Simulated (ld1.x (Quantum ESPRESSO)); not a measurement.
**Configuration tests for Si (TM)**

ld1.x (Quantum ESPRESSO) 7.5 input, shortened:

```
&input
   title='Si', zed=14., rel=0, dft='PBE', iswitch=3,
   config='[Ne] 3s2 3p2 3d-2'
 /
 &inputp
   pseudotype=2, tm=.true., lloc=2,
   nlcc=.false.
 /
3
3S  1  0   2.00   0.00  1.80  1.80  0.0
3P  2  1   2.00   0.00  2.35  2.35  0.0
3D  3  2  -2.00   0.20  2.40  2.40  0.0
 &test
   configts(1)='3s2 3p2'
 /
```

Energies are relative to the spin-unpolarised reference configuration 3s2 3p2; without spin polarisation the order of configurations can differ from experiment. The frozen-core shift is the all-electron ΔE with the core orbitals held at their reference shape minus the fully relaxed ΔE.

```
valence configuration  charge  ΔE all-electron (eV)  error AE − PS (meV)  frozen-core shift (meV)
              3s2 3p0      +2                23.756                  +10                     +9.4
              3s1 3p0      +3                57.658                  +92                      +58
              3s1 3p2      +1                15.119                 +7.8                     +3.2
              3s0 3p4       0                13.664                  +12                     +3.5
            3s2 3p1.5    +0.5                 2.927                 +0.1                     +0.1
```

**Question.** What are ΔE and the potential's error for 3s2 3p2.3?

**Answer.** ΔE = -0.933 eV all-electron; the error (AE − PS) is 0.0 meV.

**Question.** What are ΔE and the potential's error for 3s2 3p1?

**Answer.** ΔE = 7.751 eV all-electron; the error (AE − PS) is +0.7 meV.

Levels in the configuration 3s1 3p0:

```json
{"level": "3s", "all-electron (eV)": "-39.405", "pseudo (eV)": "-39.214"}
```
